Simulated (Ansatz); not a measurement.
Basis sets compared for BeBr₂. Total charge 0; singlet. Geometry PBE0-D4/def2-TZVP. Ansatz on 4 threads of Arm Neoverse V1 on a shared host; times are rough, and most runs start from earlier orbitals.

```xyz
3

Be    0.000    0.000    0.000
Br    0.423   -0.824   -1.718
Br   -0.423    0.824    1.718
```

The 6-31G sets use Cartesian d functions.

Binding counts from free atoms (Be singlet, Br doublet) in the same basis, without a counterpoise term.

```
           level  functions  energy (Eh)  HOMO (eV)  LUMO (eV)  binding per atom (eV)  wall time
       HF/STO-3G         41   -5103.9573      -8.98       6.10                   3.01      0.2 s
        HF/6-31G         67   -5158.8819     -11.75       2.45                   2.14     0.35 s
 PBE-D4/def2-SVP         73   -5161.7458      -7.47      -1.27                   2.90     0.45 s
PBE0-D4/def2-SVP         73   -5161.9322      -8.78      -0.51                   2.86      0.7 s
```

Question: Estimate the rows for HF/def2-TZVP, PBE-D4/def2-TZVP (with forces), PBE0-D4/def2-TZVP.

Answer: 
| level | functions | energy (Eh) | HOMO (eV) | LUMO (eV) | binding per atom (eV) | wall time |
| --- | --- | --- | --- | --- | --- | --- |
| HF/def2-TZVP | 115 | -5159.6206 | -11.73 | 1.28 | 2.28 | 0.55 s |
| PBE-D4/def2-TZVP (with forces) | 115 | -5162.3877 | -7.59 | -1.32 | 2.88 | 0.9 s |
| PBE0-D4/def2-TZVP | 115 | -5162.5743 | -8.86 | -0.58 | 2.86 | 1.4 s |
